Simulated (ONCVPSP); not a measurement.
**C: one change to an ONCV potential, before and after**

```json
{
 "Element": "C",
 "Generator": "ONCVPSP 4.0.1",
 "Type": "optimised norm-conserving Vanderbilt (ONCV)",
 "Functional": "LDA (Perdew-Wang 92)",
 "Relativity": "scalar-relativistic",
 "Frozen core": "[He]",
 "Valence charge": "4",
 "Reference configuration": "2s1.5 2p2.5",
 "Partial waves": "2s: rc 1.10 bohr, ncon 3, nbas 6, qcut 5.8 1/bohr, 2 projectors, debl 3.8 Ha; 2p: rc 2.90 bohr, ncon 4, nbas 7, qcut 3.7 1/bohr, 2 projectors, debl 1.1 Ha; d scattering state at 0.15 Ha: rc 2.90 bohr, ncon 3, nbas 6, qcut 3.7 1/bohr, 1 projector",
 "Local potential": "polynomial inside 0.95 bohr (lpopt 2, dvloc0 0 Ha)",
 "Core correction": "polynomial model core, fcfact 0.35"
}
```

Change: functional PBE.

Cutoffs: the cutoffs (Ha) at which the residual kinetic energy of the hardest occupied pseudo-wave falls to 1 and 0.1 mHa per electron; they do not see the model core or the augmentation charge, which bear on the density cutoff. Errors are all-electron minus pseudo energies relative to the spin-unpolarised reference configuration.

**Question.** Predict the effect on cutoff, ghosts and configuration errors.

**Answer.** The potential gets neither clearly harder nor softer (17 Ha and 66 Ha → 18 Ha and 66 Ha); the lowest positive-energy flag moves from none to d at 48.8 eV; of the 4 tests that both files solve, the error grows in 0 and shrinks in 1 by more than 15 % and 0.3 meV (median size 181.5 → 176.0 meV); neither file shows a bound ghost.

```tsv
quantity	base	changed
cutoff, loose	17 Ha	18 Ha
cutoff, tight	66 Ha	66 Ha
loose cutoff by channel	s 17 Ha, p 6.4 Ha	s 18 Ha, p 6.3 Ha
bound ghosts	none	none
GHOST(+) flags under 300 eV	none	d at 48.8 eV
error for 2s2 2p2, meV [ΔE -4.12 → -4.24 eV]	-14	-15
error for 2s2 2p1, meV [ΔE 6.87 → 6.63 eV]	+332	+332
error for 2s2 2p0, meV [ΔE 31.13 → 30.78 eV]	+1872	+1905
error for 2s1 2p2, meV [ΔE 15.36 → 15.38 eV]	+31	+20
s: phases at 1.12 bohr within 0.05 rad from the reference energy up to (Ha; the scan ends near 5)	to the end of the scan	to the end of the scan
p: phases at 2.94 bohr within 0.05 rad from the reference energy up to (Ha; the scan ends near 5)	2.8	2.8
d: phases at 2.94 bohr within 0.05 rad from the reference energy up to (Ha; the scan ends near 5)	1.5	1.5
rms error of d²Exc/dni dnj with the model core, mHa	0.19	0.63
```
